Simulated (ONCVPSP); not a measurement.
# An all-electron radial function and its pseudo partner (Gd)

Columns: radius, all-electron u(r) and pseudo u(r) of the 5p shell (level -27.70 eV) of gadolinium in the configuration [Kr] 4d10 4f7 5s2 5p6 5d1 6s1.75 6p0.25; LDA (Perdew-Wang 92), scalar-relativistic, ONCV scheme, ONCVPSP 4.0.1.

```
r (bohr)  all-electron  pseudo
   0.170        0.3159  0.0371
   0.340       -0.2615  0.1412
   0.510       -0.4463  0.2934
   0.680       -0.0592  0.4663
   0.850        0.3993  0.6311
   1.020        0.7211  0.7630
   1.190        0.8844  0.8458
   1.360        0.9266  0.8742
   1.530        0.8917  0.8528
   1.700        0.8145  0.7932
   1.870        0.7187  0.7099
   2.040        0.6191  0.6165
   2.210        0.5241  0.5236
   2.380        0.4380  0.4380
   2.550        0.3626  0.3625
   2.720        0.2978  0.2978
   2.890        0.2433  0.2432
   3.060        0.1977  0.1977
   3.230        0.1601  0.1601
   3.400        0.1293  0.1293
   3.570        0.1041  0.1041
   3.740        0.0836  0.0836
   3.910        0.0670  0.0670
   4.080        0.0536  0.0536
   4.250        0.0428  0.0428
   4.420        0.0342  0.0342
```

(1) How many radial nodes do the two functions have?

(2) At about which radius was the pseudo-wave matched?

(3) Where does each function peak?

(4) Is the pseudo-wave norm-conserving?

## Answers

(1) The all-electron 5p function has n − l − 1 = 3 (the table is too coarse to show those close to the nucleus); the pseudo-wave has 0, since the states of the same l below it are removed with the core.

(2) 2.75 bohr. The columns agree to 0.0005 from 2.38 bohr on; several derivatives are matched, so the curves merge somewhat inside the radius.

(3) Outermost all-electron maximum near 1.36 bohr, pseudo maximum near 1.36 bohr (to the table’s step).

(4) Yes: the ONCV scheme keeps the norm inside the radius equal to the all-electron one, which fixes the energy derivative of the logarithmic derivative at the level.
